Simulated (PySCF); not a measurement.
F6Te, charge -1, doublet (typed; the unrestricted solution is spin-contaminated), geometry from GFN2-xTB (a state made from the parent by changing its charge; the spin is typed, not shown lowest) (all electrons, no relativity) (in this run its highest filled SCF level lies above zero, so its values depend strongly on the basis, on diffuse functions most of all); PySCF with HF/STO-3G.

Here is a job for PySCF.
```python
from pyscf import gto, scf

mol = gto.Mole()
mol.atom = '''
    F    -0.140929   -1.200828   -1.830938
    Te   -0.114108   -0.132515    0.024204
    F     1.768169   -0.159069   -0.422855
    F     0.684413   -1.276004    1.648508
    F    -0.129365    1.323913   -1.249419
    F     0.458168    1.270398    1.227478
    F    -1.981166    0.807230    0.487384
'''
mol.basis = 'sto-3g'
mol.charge = -1
mol.spin = 1
mol.verbose = 4
mol.build()

mf = scf.UHF(mol)
mf.kernel()
mf.analyze()
```

Output, abridged:

```
PySCF version 2.14.0

[INPUT] verbose = 4
[INPUT] num. atoms = 7
[INPUT] num. electrons = 107
[INPUT] charge = -1
[INPUT] spin (= nelec alpha-beta = 2S) = 1
[INPUT] symmetry False subgroup None
[INPUT] Mole.unit = angstrom
[INPUT] Symbol           X                Y                Z      unit          X                Y                Z       unit  Magmom
[...]
nuclear repulsion = 949.074620698282
number of shells = 29
number of NR pGTOs = 171
number of NR cGTOs = 57
basis = sto-3g
ecp = {}

******** <class 'pyscf.scf.uhf.UHF'> ********
method = UHF
initial guess = minao
damping factor = 0
level_shift factor = 0
DIIS = <class 'pyscf.scf.diis.CDIIS'>
diis_start_cycle = 1
diis_space = 8
diis_damp = 0
SCF conv_tol = 1e-09
SCF conv_tol_grad = None
SCF max_cycles = 50
direct_scf = True
direct_scf_tol = 1e-13
number electrons alpha = 54  beta = 53
Set gradient conv threshold to 3.16228e-05
init E= -7113.97118290458

cycle= 1 E= -7134.68176225159  delta_E= -20.7  |g|= 0.323  |ddm|= 2.46
cycle= 2 E= -7134.81985635681  delta_E= -0.138  |g|= 0.0908  |ddm|= 0.772
cycle= 3 E= -7134.83934722939  delta_E= -0.0195  |g|= 0.0635  |ddm|= 0.253
cycle= 4 E= -7134.85646208491  delta_E= -0.0171  |g|= 0.0379  |ddm|= 0.34
cycle= 5 E= -7134.86400301759  delta_E= -0.00754  |g|= 0.0132  |ddm|= 0.318
cycle= 6 E= -7134.86464203735  delta_E= -0.000639  |g|= 0.00698  |ddm|= 0.0697
cycle= 7 E= -7134.86487908413  delta_E= -0.000237  |g|= 0.00273  |ddm|= 0.061
cycle= 8 E= -7134.86490802464  delta_E= -2.89e-05  |g|= 0.00153  |ddm|= 0.0182
cycle= 9 E= -7134.86491896857  delta_E= -1.09e-05  |g|= 0.000843  |ddm|= 0.0149
cycle= 10 E= -7134.86492234801  delta_E= -3.38e-06  |g|= 0.000264  |ddm|= 0.00824
cycle= 11 E= -7134.86492268082  delta_E= -3.33e-07  |g|= 2.83e-05  |ddm|= 0.00243
cycle= 12 E= -7134.8649226831  delta_E= -2.28e-09  |g|= 7.1e-06  |ddm|= 0.000176
cycle= 13 E= -7134.86492268321  delta_E= -1.06e-10  |g|= 1.33e-06  |ddm|= 2.9e-05
Extra cycle  E= -7134.86492268326  delta_E= -4.73e-11  |g|= 6.27e-07  |ddm|= 3.14e-06
converged SCF energy = -7134.86492268326  <S^2> = 1.254601  2S+1 = 2.4532435
**** SCF Summaries ****
Total Energy =                       -7134.864922683256736
Nuclear Repulsion Energy =             949.074620698282274
One-electron Energy =               -11779.964123407866282
Two-electron Energy =                 3696.024580026327840
Two-electron Coulomb Energy =         3927.935312656743008
DFT Exchange-Correlation Energy =     -231.910732630415168
**** MO energy ****
[...]
spin_pop of  1 Te 4py       0.00001
spin_pop of  1 Te 4pz      -0.00004
spin_pop of  1 Te 5px      -0.00531
spin_pop of  1 Te 5py       0.05180
spin_pop of  1 Te 5pz      -0.16175
spin_pop of  1 Te 3dxy      0.00000
spin_pop of  1 Te 3dyz     -0.00000
spin_pop of  1 Te 3dz^2     0.00000
spin_pop of  1 Te 3dxz     -0.00000
spin_pop of  1 Te 3dx2-y2   -0.00000
spin_pop of  1 Te 4dxy      0.00006
spin_pop of  1 Te 4dyz     -0.00027
spin_pop of  1 Te 4dz^2     0.00002
spin_pop of  1 Te 4dxz     -0.00004
spin_pop of  1 Te 4dx2-y2   -0.00027
spin_pop of  2 F 1s       -0.00000
spin_pop of  2 F 2s       -0.00342
spin_pop of  2 F 2px      -0.16868
spin_pop of  2 F 2py       0.00116
spin_pop of  2 F 2pz      -0.01595
spin_pop of  3 F 1s       -0.00000
spin_pop of  3 F 2s        0.00157
spin_pop of  3 F 2px       0.10185
spin_pop of  3 F 2py       0.12269
spin_pop of  3 F 2pz       0.30758
spin_pop of  4 F 1s       -0.00000
spin_pop of  4 F 2s       -0.00342
spin_pop of  4 F 2px      -0.00133
spin_pop of  4 F 2py      -0.12404
spin_pop of  4 F 2pz      -0.05809
spin_pop of  5 F 1s       -0.00000
spin_pop of  5 F 2s       -0.00342
spin_pop of  5 F 2px      -0.03439
spin_pop of  5 F 2py      -0.11766
spin_pop of  5 F 2pz      -0.03141
spin_pop of  6 F 1s       -0.00000
spin_pop of  6 F 2s        0.00157
spin_pop of  6 F 2px       0.36938
spin_pop of  6 F 2py       0.14117
spin_pop of  6 F 2pz       0.02157
 ** Mulliken Spin Density (per atom)  **
spin density of  0 F =      0.53369
spin density of  1 Te =     -0.04040
spin density of  2 F =     -0.18689
spin density of  3 F =      0.53369
spin density of  4 F =     -0.18689
spin density of  5 F =     -0.18689
spin density of  6 F =      0.53369
 ** Mulliken pop alpha/beta on meta-lowdin orthogonal AOs **
 ** Mulliken pop       alpha | beta **
In total            54.00000 | 53.00000
 ** Mulliken atomic charges   ( Nelec_alpha | Nelec_beta ) **
charge of  0F =     -0.31202  (     4.92285      4.38917 )
charge of  1Te =      1.15044  (    25.40458     25.44498 )
charge of  2F =     -0.40479  (     4.60895      4.79584 )
charge of  3F =     -0.31202  (     4.92285      4.38917 )
charge of  4F =     -0.40479  (     4.60895      4.79584 )
charge of  5F =     -0.40479  (     4.60895      4.79584 )
charge of  6F =     -0.31202  (     4.92285      4.38917 )

WARN: System has nonzero charge -1; the dipole moment is origin-dependent.
Location of origin: [0. 0. 0.]

Dipole moment(X, Y, Z, Debye): -1.16983, -1.35854,  0.24813
```
